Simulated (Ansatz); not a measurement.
```xyz
2

Li    0.0000    0.0000   -1.2821
Li    0.0000    0.0000    1.2821
```

Basis set: cc-pVDZ (spherical functions). All electrons are correlated. Charge 0, multiplicity 1.

Computed with Ansatz (development build ahead of 0.2.0); each method stands on the lowest determinant of its kind that the runs found. Restricted open shells among the atoms or ions are ROHF, correlated in semicanonical orbitals with singles.

**Question.** Give the atomization energy at this shape (free ground-state atoms in the same class of orbitals less the molecule, no zero-point energy) of singlet Li2 by RHF-MP2, RHF.

**Answer.**

```csv
method,atomization energy
RHF-MP2,0.63 eV
RHF,0.09 eV
```
